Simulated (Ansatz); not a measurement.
`C[SiH2]O[SiH3]` + `CSP` → `C[SiH2]SP` + `CO[SiH3]`  (redistribution)

Calculated with Ansatz (gas phase, PBE0-D4/def2-TZVP geometries, no zero-point term in ΔE). CCSD(T)/CBS adds triple-zeta CCSD(T) − MP2 to the extrapolated MP2 energy (def2 sets, frozen cores). This one scheme is used for every species. Functionals use def2-TZVPP. One conformer a species, not always the lowest.

`C[SiH2]O[SiH3]`:

Z-matrix (Å, degrees):
```
C
Si 1 1.856
H 1 1.092 2 110.9
H 1 1.093 2 110.3 3 -119.8
H 1 1.092 2 110.9 3 120.4
O 2 1.640 1 109.0 3 -60.2
H 2 1.489 1 110.7 3 179.8
H 2 1.489 1 110.7 3 59.8
Si 6 1.632 2 145.8 1 179.9
H 9 1.483 6 108.3 2 -179.8
H 9 1.487 6 110.4 2 -60.0
H 9 1.487 6 110.4 2 60.4
```

`CSP`:

Z-matrix (Å, degrees):
```
C
S 1 1.810
H 1 1.089 2 111.3
H 1 1.089 2 111.3 3 123.2
H 1 1.091 2 106.0 3 -118.4
P 2 2.105 1 99.5 3 -61.5
H 6 1.420 2 98.3 1 132.8
H 6 1.420 2 98.4 1 -132.6
```

`C[SiH2]SP`:

```xyz
11

C    -0.107   -0.289    2.021
Si   -0.132    0.257    0.239
S     0.636   -1.326   -0.981
P     0.489   -0.420   -2.889
H     0.910   -0.521    2.343
H    -0.726   -1.178    2.165
H    -0.496    0.506    2.662
H    -1.514    0.575   -0.211
H     0.710    1.467    0.031
H    -0.838    0.085   -2.797
H     1.068    0.843   -2.584
```

`CO[SiH3]`:

Z-matrix (Å, degrees):
```
C
O 1 1.408
H 1 1.091 2 108.3
H 1 1.096 2 111.5 3 119.2
H 1 1.096 2 111.5 3 -119.2
Si 2 1.642 1 122.4 3 -179.7
H 6 1.481 2 106.5 1 179.8
H 6 1.490 2 110.9 1 59.7
H 6 1.490 2 110.9 1 -60.1
```

```json
{"level": "CAM-B3LYP-D4", "ΔE (kJ/mol)": "97.4"}
{"level": "r2SCAN", "ΔE (kJ/mol)": "92.4"}
{"level": "r2SCAN0", "ΔE (kJ/mol)": "94.3"}
{"level": "MP2/def2-SVP", "ΔE (kJ/mol)": "83.7"}
```

(1) What does CCSD(T)/CBS give? (Best estimate.)

Largest T1 diagnostic among the species: 0.012.

Results:

(1) The calculation gave: +95.5 kJ/mol. The listed levels differ from it by 1.9, -3.1, -1.2, -11.8 kJ/mol.

In def2-TZVPP, CCSD(T) changes the Hartree–Fock value by −12.7 kJ/mol (the triples alone add −2.9 kJ/mol) and MP2 by −10.1 kJ/mol. At CCSD(T), def2-SVP lies −16.6 kJ/mol from the extrapolated value and def2-TZVPP −1.6 kJ/mol.
